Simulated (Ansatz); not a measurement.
The inner images of a band of CH7NSSi (11 atoms, charge 0, multiplicity 1) are given out of order.

These are results of Ansatz, RKS PBE-D4/def2-SVP, not measurements.

Initial state:

```xyz
11
Properties=species:S:1:pos:R:3
C -1.017 1.088 -0.220
Si 0.035 -0.431 0.133
N 1.566 0.129 0.735
S 0.530 -1.580 -1.644
H -1.988 0.790 -0.664
H -1.230 1.655 0.710
H -0.501 1.762 -0.934
H -0.758 -1.376 1.012
H 1.594 0.940 1.358
H 2.297 -0.545 0.974
H -0.463 -2.490 -1.441
```

Final state:

```xyz
11
Properties=species:S:1:pos:R:3
C -1.024 0.954 -0.350
Si 0.040 -0.440 0.331
N 1.490 0.194 1.056
S 0.536 -1.807 -1.304
H -1.967 0.562 -0.783
H -1.281 1.668 0.458
H -0.487 1.504 -1.150
H -0.676 -1.176 1.432
H 1.991 -0.404 1.717
H 2.160 0.685 0.457
H -0.716 -1.799 -1.844
```

Question: Put them in order from the first end to the last, with their energies above the first end.
A.
```xyz
11
Properties=species:S:1:pos:R:3
C -1.050 0.990 -0.304
Si 0.069 -0.416 0.249
N 1.612 0.199 0.791
S 0.616 -1.677 -1.434
H -2.023 0.594 -0.661
H -1.261 1.692 0.530
H -0.572 1.554 -1.129
H -0.690 -1.243 1.267
H 1.637 0.680 1.696
H 2.407 -0.445 0.737
H -0.679 -1.987 -1.721
```
B.
```xyz
11
Properties=species:S:1:pos:R:3
C -1.053 0.920 -0.364
Si 0.045 -0.433 0.349
N 1.525 0.195 1.014
S 0.497 -1.852 -1.252
H -2.013 0.506 -0.734
H -1.279 1.667 0.425
H -0.554 1.441 -1.206
H -0.645 -1.103 1.507
H 1.902 -0.255 1.850
H 2.285 0.467 0.384
H -0.646 -1.609 -1.953
```
C.
```xyz
11
Properties=species:S:1:pos:R:3
C -1.027 1.055 -0.244
Si 0.055 -0.424 0.173
N 1.593 0.146 0.755
S 0.576 -1.581 -1.588
H -2.004 0.705 -0.637
H -1.230 1.691 0.643
H -0.543 1.676 -1.024
H -0.727 -1.348 1.085
H 1.610 0.884 1.464
H 2.329 -0.541 0.937
H -0.567 -2.320 -1.545
```
D.
```xyz
11
Properties=species:S:1:pos:R:3
C -1.074 0.920 -0.363
Si 0.046 -0.423 0.338
N 1.563 0.167 0.945
S 0.523 -1.842 -1.244
H -2.041 0.506 -0.715
H -1.289 1.662 0.434
H -0.589 1.450 -1.207
H -0.656 -1.070 1.505
H 1.800 0.030 1.928
H 2.398 0.164 0.356
H -0.616 -1.619 -1.957
```
E.
```xyz
11
Properties=species:S:1:pos:R:3
C -1.074 0.936 -0.352
Si 0.050 -0.418 0.317
N 1.582 0.192 0.883
S 0.572 -1.813 -1.267
H -2.048 0.533 -0.699
H -1.281 1.670 0.456
H -0.589 1.474 -1.190
H -0.680 -1.107 1.446
H 1.722 0.319 1.887
H 2.442 -0.133 0.437
H -0.630 -1.708 -1.899
```
F.
```xyz
11
Properties=species:S:1:pos:R:3
C -1.039 1.023 -0.274
Si 0.066 -0.417 0.212
N 1.610 0.172 0.771
S 0.605 -1.613 -1.518
H -2.012 0.640 -0.645
H -1.249 1.699 0.581
H -0.562 1.609 -1.084
H -0.704 -1.301 1.174
H 1.623 0.791 1.587
H 2.370 -0.510 0.847
H -0.642 -2.150 -1.632
```
G.
```xyz
11
Properties=species:S:1:pos:R:3
C -1.061 0.960 -0.332
Si 0.064 -0.416 0.284
N 1.604 0.216 0.818
S 0.603 -1.757 -1.339
H -2.036 0.559 -0.679
H -1.268 1.683 0.484
H -0.580 1.506 -1.168
H -0.682 -1.175 1.361
H 1.661 0.559 1.782
H 2.433 -0.350 0.616
H -0.673 -1.841 -1.807
```

Answer: C (+0.012 eV), F (+0.044 eV), A (+0.080 eV), G (+0.095 eV), E (+0.070 eV), D (+0.022 eV), B (-0.006 eV).

Run time: 3 min on 2 threads of Arm Neoverse V2 (shared host), peak memory 0.13 GiB.
